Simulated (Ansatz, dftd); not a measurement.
Reaction: H3GeOF (SMILES [OH][GeH2][F]) → H2GeOF (SMILES [F][GeH2][O], doublet) + H (doublet) (the H-O bond breaks)
Each species at its own B3LYP-D3(BJ)/def2-TZVP minimum (Ansatz, a quantum-chemistry and plane-wave program), one conformer.

Property: bond dissociation energy (electronic), in kcal/mol. Radicals and triplets start from unrestricted determinants; spin-orbit coupling is neglected. Correlated methods leave the cores frozen (noble-gas shells, and filled d and f shells in the p block). No relativity. CBS(X,Y): correlation extrapolated as X^-3, Hartree-Fock from the larger set. A bracket is a step between two methods taken in the basis named. Double hybrids freeze cores in their MP2 part. For partners of very few electrons the exact lower level stands in for a higher one.

| level | program | bond dissociation energy (kcal/mol) | difference against the last row |
|---|---|---|---|
| PBE/def2-TZVPD | Ansatz | 119.5 | -6.5 |
| r2SCAN/def2-TZVPD | Ansatz | 118.6 | -7.4 |
| B3LYP-D4/def2-TZVPD | Ansatz + dftd4 | 120.2 | -5.8 |
| CAM-B3LYP/def2-TZVPD | Ansatz | 121.3 | -4.7 |
| wB97M-V/def2-TZVPD | Ansatz | 122.7 | -3.3 |
| B2PLYP-D3(BJ)/def2-TZVPD | Ansatz + dftd3 | 121.8 | -4.2 |
| B2PLYP-D4/def2-TZVPD | Ansatz + dftd4 | 121.8 | -4.2 |
| B2GP-PLYP-D3(BJ)/def2-TZVPD | Ansatz + dftd3 | 122.2 | -3.8 |
| MP2/cc-pVDZ | Ansatz | 120.6 | -5.4 |
| MP2/cc-pVTZ | Ansatz | 128.0 | 2.0 |
| CCSD/cc-pVDZ | Ansatz | 115.6 | -10.4 |
| CCSDT(Q)/cc-pVDZ | Ansatz | 116.3 | -9.7 |
| CCSD(T)/CBS(cc-pVTZ,cc-pVQZ) + [CCSDT(Q) - CCSD(T)]/cc-pVDZ | Ansatz | 126.0 | 0.0 |
